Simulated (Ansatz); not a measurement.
Basis-set extrapolation for `O[SiH](O)C[SiH](F)F` (PBE0-D4/def2-TZVP geometry, frozen core, the Gaussian-basis code of Ansatz). Multiplicity 1, RHF reference.

```json
{"": "HF", "def2-TZVPP": "-968.310975", "def2-QZVPP": "-968.348850"}
{"": "MP2 correlation", "def2-TZVPP": "-1.387622", "def2-QZVPP": "-1.506832"}
{"": "CCSD(T) correlation", "def2-TZVPP": "-1.467357", "def2-QZVPP": "not run"}
```

Energies in hartree. Use E(X) = E(∞) + A·exp(−7.88·√X) for Hartree–Fock and E(X) = E(∞) + B·X^(−2.97) for correlation, with X = 3 and 4, and add CCSD(T) minus MP2 of the smaller set to the MP2 limit.

Task: What is the CCSD(T) energy at the basis-set limit?

Result: HF limit: -968.348850 + (-0.037875) × 0.13774 = -968.35407. MP2 limit: -1.506832 + (-0.119210) × 0.74074 = -1.59514. Higher-order term: -1.467357 − (-1.387622) = -0.07974. Total: -970.02895 hartree, 157.3 kcal/mol below CCSD(T)/def2-TZVPP.
